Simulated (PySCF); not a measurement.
**I³⁺ (iodine, charge +3): UHF calculation**

Configuration: [Kr] 4d10 5s2 5p2, high-spin 3P determinant. Computed with PySCF 2.14 in cc-pVDZ-PP with ECP28MDF (4s3p2d, 23 functions), with scalar relativity through the core potential.

```
Total energy                                                  : -292.556981 hartree
One-electron energy                                           : -485.4129 hartree
Hartree (Coulomb) energy                                      : 213.0298 hartree
Exchange energy                                               : -20.1738 hartree
⟨S²⟩                                                          : 2.0067
⟨L²⟩                                                          : 2.019
Sum of ⟨r⟩                                                    : 23.68 bohr
Sum of ⟨r²⟩                                                   : 33.49 bohr²
Traceless quadrupole moment −½Σ⟨3z² − r²⟩ along its main axis : 2.06 e·bohr²
Time after the integrals                                      : 0.04 s of wall time on 1 thread of Intel(R) Xeon(R) 6975P-C (shared host)
```

| shell | electrons | mean orbital energy (hartree) | spread (hartree) | rms radius, mean of both spins (bohr) |
| --- | --- | --- | --- | --- |
| 4s α | 1 | -8.93461 | 0 | 0.795 |
| 4s β | 1 | -8.91192 | 0 | 0.795 |
| 4p α | 3 | -6.75622 | 0.00673 | 0.853 |
| 4p β | 3 | -6.73346 | 0.03345 | 0.853 |
| 4d α | 5 | -3.47900 | 0.02097 | 0.991 |
| 4d β | 5 | -3.46103 | 0.03591 | 0.991 |
| 5s α | 1 | -1.98369 | 0 | 1.97 |
| 5s β | 1 | -1.77765 | 0 | 1.97 |
| 5p α | 2 | -1.46199 | 0 | 2.26 |

Energies and moments cover only the electrons outside the core potential.
